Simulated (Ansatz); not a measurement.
`C[N](C)[InH][OH]` and `C[N](C)[Mg][NH2]` differ in one atom or group.

Ansatz, PBE0-D4/def2-TZVP geometries, multiplicity 1. Each molecule was computed in one conformer, which needn't be the lowest.

Elements past krypton have def2 core potentials.

```
                                                                                  property  `C[N](C)[InH][OH]`
                                                        HOMO energy (PBE0/def2-TZVPP) / eV               -5.96
ideal-gas entropy at 298 K and 1 bar (rigid rotor, harmonic PBE0-D4/def2-TZVP) / J/(mol·K)                 380
                                                       HOMO–LUMO gap (PBE/def2-TZVPP) / eV                3.31
                                          size of the dipole moment (B3LYP/def2-TZVPP) / D                1.73
                                                     HOMO energy (ωB97M-V/def2-TZVPP) / eV               -8.23
                                                       LUMO energy (B3LYP/def2-TZVPP) / eV               -1.07
```

(1) What does the change do to each property? (Best estimate.)

Results:

(1) The calculation gave: 
```
                                                                                  property  `C[N](C)[Mg][NH2]`  shift
                                                        HOMO energy (PBE0/def2-TZVPP) / eV               -5.36   0.60
ideal-gas entropy at 298 K and 1 bar (rigid rotor, harmonic PBE0-D4/def2-TZVP) / J/(mol·K)                 367    -13
                                                       HOMO–LUMO gap (PBE/def2-TZVPP) / eV                2.60  -0.71
                                          size of the dipole moment (B3LYP/def2-TZVPP) / D                0.61  -1.12
                                                     HOMO energy (ωB97M-V/def2-TZVPP) / eV               -7.66   0.57
                                                       LUMO energy (B3LYP/def2-TZVPP) / eV               -1.11  -0.04
```

Dipoles are sizes alone; their direction can turn.

B3LYP here is the variant with VWN-RPA as its local correlation; programs differ in this.
